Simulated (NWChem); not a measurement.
Correlation energy of MgO

SMILES: [Mg]=[O]
```xyz
2

Mg     0.0000     0.0000     0.6990
O      0.0000     0.0000    -1.0486
```
Charge 0, spin multiplicity 1.

The numbers come from NWChem runs, not from measurements. All single points use one geometry, from PBE0/def2-SVP, a minimum by its harmonic frequencies.

Basis set: 6-311G**. Each correlation energy counts from its own Hartree-Fock reference.

The correlated methods keep 6 core orbitals frozen. The Pople sets run with spherical d functions. The structure started from a generated list of species. No row is a measurement; the coupled-cluster row has its own basis-set and correlation limits.

### Question
Order these methods by the correlation energy they give, lowest first: MP2, SCS-MP2, CCSD, CCSD+T(CCSD), CCSD(T).

### Answer
CCSD+T(CCSD) (-295.6 mHa), CCSD(T) (-288.1 mHa), MP2 (-283.2 mHa), SCS-MP2 (-274.7 mHa), CCSD (-267.7 mHa)
